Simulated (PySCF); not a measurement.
Potential energy curve for AgCl, singlet.

- UHF/def2-TZVP, def2 effective core potentials past Kr (PySCF)
- UHF/LANL2DZ = PySCF with unrestricted Hartree-Fock/LANL2DZ, with its core potentials past Ne
- UKS-BLYP = PySCF 2.14.0 with unrestricted BLYP/def2-TZVP, def2 effective core potentials past Kr
- RKS-BLYP = restricted BLYP/def2-TZVP, def2 effective core potentials past Kr (PySCF)

Energies are in kcal/mol, each relative to the lowest point of its own curve near equilibrium.

| R / Å | UHF | UHF/LANL2DZ | UKS-BLYP | RKS-BLYP |
|---|---|---|---|---|
| 1.73 | 124.4 | 163.2 | 101.3 | 101.3 |
| 1.82 | 78.9 | 105.7 | 61.2 | 61.2 |
| 1.94 | 39.7 | 55.8 | 28.3 | 28.3 |
| 2.04 | 20.2 | 30.2 | 12.8 | 12.8 |
| 2.15 | 7.7 | 13.2 | 3.8 | 3.8 |
| 2.21 | 3.8 | 7.6 | 1.3 | 1.3 |
| 2.29 | 0.9 | 2.8 | 0.0 | 0.0 |
| 2.35 | 0.0 | 0.9 | 0.1 | 0.1 |
| 2.43 | 0.1 | 0.0 | 1.2 | 1.2 |
| 2.53 | 1.9 | 0.8 | 3.7 | 3.7 |
| 2.66 | 5.7 | 3.9 | 8.0 | 8.0 |
| 2.83 | 12.1 | 9.9 | 14.5 | 14.5 |
| 3.09 | 22.9 | 20.6 | 24.4 | 24.4 |
| 3.42 | 36.0 | 34.0 | 35.2 | 35.2 |
| 3.78 | 46.3 | 43.8 | 43.8 | 44.2 |
| 4.11 | 48.2 | 46.2 | 48.7 | — |
| 4.57 | 49.1 | 47.4 | 52.6 | — |
| 5.05 | 49.4 | 47.8 | 54.9 | — |
| 5.55 | 49.5 | 47.9 | 56.3 | — |
| 6.20 | 49.5 | 47.9 | 57.2 | — |
| 6.82 | 49.5 | 48.0 | 57.8 | — |
| 8.05 | 49.5 | 48.0 | 58.4 | — |
| 9.20 | 49.5 | 48.0 | 58.7 | — |

At the longest distance, 9.20 Å, UKS-BLYP lies highest above its minimum (58.7 kcal/mol) and UHF/LANL2DZ lowest (48.0 kcal/mol).

Dashes: no converged value, or the column stops at the first point that the program doubted or that broke a chosen test of continuity, which isn't proof of a fault.

The unrestricted determinant behind UHF, UHF/LANL2DZ is spin-contaminated at 3.78 to 9.20 Å (<S²> up to 1.0, against 0.00 for a pure singlet). The unrestricted determinant behind UKS-BLYP is spin-contaminated at 3.42 to 9.20 Å (<S²> up to 0.8, against 0.00 for a pure singlet). At the longest distance UKS-BLYP leaves fractional charges on the fragments, a sign of delocalisation error or of the restricted form. The restricted form behind RKS-BLYP keeps the bonding electrons paired and can't separate into open-shell fragments.
